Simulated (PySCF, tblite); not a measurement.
Isomers of C7H11O3P, one GFN2-xTB conformer each. Single-point energies are computed at PBE0/pcSseg-1 (PySCF, gas phase, no added dispersion term), electronic only.

| SMILES | GFN2-xTB relative energy (kJ/mol) |
| --- | --- |
| CC(=O)P(=O)(C(C)=O)C1CC1 | 124.5 |
| O=[P@@H](CCCO)c1ccco1 | 0.0 |

Conformers: `[CH3:1][C:2](=[O:3])[P:4](=[O:5])([C:6]([CH3:7])=[O:8])[CH:9]1[CH2:10][CH2:11]1` with C1–C2–P4–O5 -49°, C2–P4–C6–C7 163°, C2–P4–C9–C10 156°; `[O:1]=[P@@H:2]([CH2:3][CH2:4][CH2:5][OH:6])[c:7]1[cH:8][cH:9][cH:10][o:11]1` with O1–P2–C3–C4 -42°, P2–C3–C4–C5 -62°, C3–C4–C5–O6 52°, C4–C5–O6–H 69°, O1–P2–C7–C8 -13°.

Problem. What does PBE0/pcSseg-1 give for the same structures?

Solution. 
| SMILES | PBE0/pcSseg-1 E (Eh) | PBE0/pcSseg-1 (kJ/mol) | GFN2-xTB (kJ/mol) | point group |
| --- | --- | --- | --- | --- |
| O=[P@@H](CCCO)c1ccco1 | -839.61215 | 0.0 | 0.0 | C1 |
| CC(=O)P(=O)(C(C)=O)C1CC1 | -839.60283 | 24.5 | 124.5 | C1 |

Both levels put the same isomer lowest. As drawn, the lower has an aromatic ring and an O–H bond, which the higher lacks; the higher has a three-membered ring and a C=O bond, which the lower lacks.

Problem. Which frontier levels, dipoles and rotational constants go with these structures?

Solution. 
```
                  SMILES  HOMO (eV, PBE0/pcSseg-1)  LUMO (eV)  dipole (D)       A, B, C (MHz)
   O=[P@@H](CCCO)c1ccco1                     -6.79      -0.19        3.04  2516, 522.1, 494.6
CC(=O)P(=O)(C(C)=O)C1CC1                     -6.87      -1.76        2.79  1138, 961.0, 653.6
```

Problem. What happens when harmonic zero-point energies from GFN2-xTB frequencies are added?

Solution. 
```csv
SMILES,ZPE (kJ/mol),electronic (kJ/mol),with ZPE (kJ/mol)
O=[P@@H](CCCO)c1ccco1,447.6,0.0,0.0
CC(=O)P(=O)(C(C)=O)C1CC1,437.9,24.5,14.7
```

The zero-point energies span 9.7 kJ/mol. The order is unchanged.
